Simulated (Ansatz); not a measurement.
Compare A (`BN(C)C=C`) with its isomer B (`CC1(C)BN1`).

Computed with Ansatz on PBE0-D4/def2-TZVP structures; ΔE is electronic, products minus reactants. CCSD(T)/CBS is the MP2 limit (def2-TZVPP, def2-QZVPP) plus CCSD(T) − MP2 in def2-TZVPP, frozen cores. Functionals use def2-TZVPP. B3LYP here is the variant with VWN-RPA as its local correlation; programs differ in this. One conformer a species, not always the lowest.

(1) Which is lower in electronic energy at CCSD(T)/CBS, and by how much? (Best estimate.)

(2) Give E(B) − E(A) in kcal/mol with B3LYP, PBE0-D4, B3LYP-D4, PBE-D4, HF/def2-TZVPP, CCSD(T)/def2-TZVPP, r2SCAN-D4. (Best estimate.)

Largest T1 diagnostic: 0.013.

Results:

(1) Computed: A, by 15.4 kcal/mol.

(2) The calculation gave: B3LYP 17.4, PBE0-D4 12.2, B3LYP-D4 17.7, PBE-D4 12.9, HF/def2-TZVPP 20.8, CCSD(T)/def2-TZVPP 16.2, r2SCAN-D4 13.9. None reverses the order clearly.

In def2-TZVPP, CCSD(T) changes the Hartree–Fock value by −4.6 kcal/mol (the triples alone add +0.1 kcal/mol) and MP2 by −6.9 kcal/mol.
